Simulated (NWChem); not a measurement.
Molecule: CH2ClNOSi; SMILES Cl[SiH2]N=C=O

```xyz
7

Si    -0.8814    -0.6896     0.0410
Cl     0.7433    -1.9553    -0.0177
N     -0.3500     0.9341    -0.0332
C      0.1331     2.0313    -0.0196
O      0.5883     3.1038    -0.0142
H     -1.6012    -0.9057     1.3200
H     -1.7385    -0.9668    -1.1369
```
Atoms are numbered in this order, from 1.

All runs: NWChem. All runs use the structure optimised with PBE0/def2-SVP. GIAO values for the isolated, static molecule; σ is the absolute isotropic shielding, δ = σ(reference) − σ with the isolated reference molecule computed at the same levels (13C: tetramethylsilane, 1H: tetramethylsilane, 15N: ammonia, 17O: water, 29Si: tetramethylsilane).

Question: What does the run give for LDA (Slater exchange, VWN5)/pcSseg-1? Quantities: δ Si1 (ppm); σ Cl2 (ppm); δ N3 (ppm); δ C4 (ppm); δ O5 (ppm); δ H6 (ppm); δ H7 (ppm).

Answer: 
```yaml
"δ Si1 (ppm)": -35.7
"σ Cl2 (ppm)": 881.1
"δ N3 (ppm)": 61.4
"δ C4 (ppm)": 126.3
"δ O5 (ppm)": 169.7
"δ H6 (ppm)": 5.84
"δ H7 (ppm)": 5.78
```
